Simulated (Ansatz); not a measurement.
Born–Oppenheimer molecular dynamics of CH₆BFO (10 atoms, charge 0, multiplicity 1). It starts at the highest image of a converged band. Of that band: The profile has 2 maxima (images 3, 6) with wells between them (image 4): this band takes more than one step, which may be the mechanism or a detour left from its start path. Neighbouring images differ by up to 1.3 eV, so the band resolves the path poorly. A vibrational analysis at the climbing image gives one clearly imaginary mode, 1453i cm⁻¹: a first-order saddle point.

Method: RHF/6-31G* in Ansatz 0.2.0.

```
ensemble                      : NVE (velocity Verlet)
time step                     : 0.5 fs
steps asked                   : 200
starting velocities drawn for : 300 K
seed                          : 9897
```

First frame:

```xyz
10
Properties=species:S:1:pos:R:3
B -0.065 -0.227 -0.015
F -0.066 -0.087 1.649
H 0.817 0.456 -0.412
H -1.182 -0.083 -0.396
O 0.326 -1.646 0.250
C -0.531 -2.708 -0.119
H -0.137 -3.619 0.309
H -1.539 -2.538 0.240
H -0.543 -2.796 -1.196
H 0.209 -1.126 1.374
```

(1) How far do the bonds stretch over the last three quarters of this one trajectory? (Pairs bonded in most of those frames.)

## Answers

(1) 
| bond | mean (Å) | spread (Å) | shortest | longest |
| --- | --- | --- | --- | --- |
| B1–F2 | 1.346 | 0.079 | 1.23 | 1.49 |
| B1–H3 | 1.195 | 0.044 | 1.12 | 1.28 |
| B1–H4 | 1.196 | 0.019 | 1.16 | 1.24 |
| O5–C6 | 1.414 | 0.017 | 1.39 | 1.45 |
| O5–H10 | 0.950 | 0.014 | 0.93 | 0.98 |
| C6–H7 | 1.086 | 0.021 | 1.05 | 1.12 |
| C6–H8 | 1.086 | 0.006 | 1.08 | 1.10 |
| C6–H9 | 1.082 | 0.011 | 1.06 | 1.10 |

Mean temperature of the second half: 1020 K. The conserved energy stayed within 0.17 meV per atom of its start (net change -0.0028 meV per atom), so the integration is sound. The system heated up, since it started high on the potential surface and ran downhill. A run of 0.1 ps of so small a system gives no equilibrium averages. The orbitals stay closed-shell, which can raise the energy where a bond breaks towards radicals; this wasn't checked here.

Run time: 2.6 min on 1 thread of Arm Neoverse V2, with other jobs on the host, peak memory 0.12 GiB.
